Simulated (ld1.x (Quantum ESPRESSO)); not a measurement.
Varying the TM potential for niobium

Base potential:

ld1.x (Quantum ESPRESSO) 7.5 input, shortened:

```
&input
   title='Nb', zed=41., rel=1, dft='PBE', iswitch=3,
   config='[Kr] 4d4 5s1 5p0'
 /
 &inputp
   pseudotype=2, tm=.true., lloc=2,
   nlcc=.true.
 /
3
5S  1  0   1.00   0.00  2.95  2.95  0.0
5P  2  1   0.00   0.00  3.75  3.75  0.0
4D  3  2   4.00   0.00  1.95  1.95  0.0
 &test
   configts(1)='4d4 5s1 5p0'
 /
```

Cutoffs, loose and tight: the cutoffs (Ry, on a coarse ladder) from which the occupation-weighted sum of valence levels, in a spherical-Bessel basis at the reference potential, stays within 10 and 1 mRy of its value at 400 Ry. They do not see the model core or the augmentation charge, which bear on the density cutoff. Test errors are all-electron minus pseudo excitation energies from the reference, over the configurations 4d4 5s0 5p0; 4d3 5s0 5p0; 4d2 5s0 5p0; 4d4.5 5s0.5 5p0; 4d3 5s1 5p0; 4d3 5s1 5p1; 4d5 5s0 5p0. A dash means not determined; rows that change the core or the reference have their own tests. The largest error is taken over the tests solved by every variant that gives reliable tests at all: 4d2 5s0 5p0; 4d3 5s0 5p0; 4d3 5s1 5p0; 4d4 5s0 5p0; 4d4.5 5s0.5 5p0; 4d5 5s0 5p0.

A true bound ghost makes a file unfit for plane-wave use even where its test errors are small: the radial tests pick states by their node count and pass the ghost by. Where a test does run into it, the solver fails or the error is huge.

The default core radius of the base comes out at 1.65 bohr.

| change | outcome | cutoff, loose | cutoff, tight | bound ghosts | largest test error (meV) |
| --- | --- | --- | --- | --- | --- |
| base | generated | 35 Ry | 40 Ry | s, p | -442 |
| core [Ar] 3d10 4s2, valence charge 11; reference 4p6 4d3 5s2 5p0; waves now 4p (bound): rc 1.65 bohr; 4d (bound): rc 1.40 bohr; 5s (bound): rc 2.90 bohr; local potential the s channel; core correction a·sin(br)/r model core inside 1.05 bohr | generated | 45 Ry | 80 Ry | none | -211 |
| all radii but the core radius scaled by about 0.93 (s 2.74, p 3.48, d 1.82 bohr) | generated | 35 Ry | 45 Ry | s, p | -443 |
| wave 5p (bound): rc 3.75 bohr becomes 5p (bound): rc 4.64 bohr | generated | 35 Ry | 40 Ry | s, p | -442 |
| core correction a·sin(br)/r model core inside 1.78 bohr | generated | 35 Ry | 40 Ry | s, p | -434 |
| wave 5s (bound): rc 2.95 bohr becomes 5s (bound): rc 2.72 bohr | generated | 35 Ry | 40 Ry | s, p | -444 |
| functional PBEsol | generated | 35 Ry | 40 Ry | s, p | -447 |
| wave 4d (bound): rc 1.95 bohr becomes 4d (bound): rc 1.82 bohr | generated | 35 Ry | 45 Ry | s, p | -441 |
| local potential all-electron potential smoothed inside 2.80 bohr (lloc = -1) | generated | 35 Ry | 40 Ry | none | -498 |
| wave 5s (bound): rc 2.95 bohr becomes 5s (bound): rc 3.14 bohr | generated | 35 Ry | 40 Ry | s, p | -446 |
